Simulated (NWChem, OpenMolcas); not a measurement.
How basis sets differ on CH3AlF2 (SMILES [CH3][Al]([F])[F])

CH3AlF2 has 7 atoms, charge 0, and is taken as a singlet. SMILES: `[CH3][Al]([F])[F]`. Geometry: relaxed at PBE0-D4/def2-TZVP.

```
atom    x (Å)    y (Å)    z (Å)
   C  -0.2536   0.8259  -0.2387
  Al   0.2931  -0.9562   0.2455
   F   1.5132  -1.2195   1.3155
   F  -0.4234  -2.2976  -0.3786
   H  -1.0758   0.8160  -0.9561
   H  -0.5734   1.3845   0.6451
   H   0.5811   1.3789  -0.6782
```

Each level gives the HOMO–LUMO gap (eV). The values are calculated.

```tsv
level	kind	program	value (eV)	CPU time
HF/ANO-R0 (sfX2C)	Hartree–Fock	OpenMolcas	15.22	4.2 s
HF/STO-3G	Hartree–Fock	NWChem	18.82	1.6 s
HF/3-21G	Hartree–Fock	OpenMolcas	15.10	3.1 s
HF/def2-SVPD	Hartree–Fock	OpenMolcas	13.74	27 s
```

The values span 13.74 to 18.82 eV. A Hartree–Fock LUMO above zero doesn't converge with the basis: it sinks as sets grow more diffuse. Orbital gaps aren't excitation energies. CPU times are rough (shared hosts, several kinds of processor and program).
